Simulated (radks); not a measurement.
Results of a calculation; reference values are marked as such.
The nuclear charge of the promethium ion Pm+ is varied continuously with 60 electrons held in [Xe] 4f5 6s1. Code: a radial shooting solver on a logarithmic mesh with Libxc functionals. Model: Dirac Kohn-Sham, BLYP, spin-unpolarised, spherical densities, finite nucleus; open shells fill j = l - 1/2 first; Fermi nuclear charge, rms radius 4.962 fm. By the Hellmann-Feynman theorem dE/dZ = E(electron-nucleus)/Z, the electronic potential at the nucleus (averaged over a nucleus of fixed radius).

[
 {"Z": "60.5", "E (hartree)": "-9827.3762", "E(electron-nucleus)/Z (hartree)": "-397.143", "HOMO": "4f5/2", "e(HOMO) (eV)": "-2.068", "<r> HOMO (bohr)": "1.202"},
 {"Z": "60.75", "E (hartree)": "-9926.9640", "E(electron-nucleus)/Z (hartree)": "-399.557", "HOMO": "4f5/2", "e(HOMO) (eV)": "-4.818", "<r> HOMO (bohr)": "1.110"},
 {"Z": "61", "E (hartree)": "-10027.1537", "E(electron-nucleus)/Z (hartree)": "-401.960", "HOMO": "4f5/2", "e(HOMO) (eV)": "-8.061", "<r> HOMO (bohr)": "1.050"},
 {"Z": "61.25", "E (hartree)": "-10127.9438", "E(electron-nucleus)/Z (hartree)": "-404.360", "HOMO": "6s1/2", "e(HOMO) (eV)": "-10.063", "<r> HOMO (bohr)": "3.789"},
 {"Z": "61.5", "E (hartree)": "-10229.3337", "E(electron-nucleus)/Z (hartree)": "-406.758", "HOMO": "6s1/2", "e(HOMO) (eV)": "-11.898", "<r> HOMO (bohr)": "3.648"},
 {"Z": "61.75", "E (hartree)": "-10331.3230", "E(electron-nucleus)/Z (hartree)": "-409.156", "HOMO": "6s1/2", "e(HOMO) (eV)": "-13.825", "<r> HOMO (bohr)": "3.521"},
 {"Z": "62", "E (hartree)": "-10433.9119", "E(electron-nucleus)/Z (hartree)": "-411.555", "HOMO": "6s1/2", "e(HOMO) (eV)": "-15.839", "<r> HOMO (bohr)": "3.407"}
]

The central difference of E at Z = 61 is -401.960 hartree, to compare with the third column; the second derivative is -9.61 hartree.
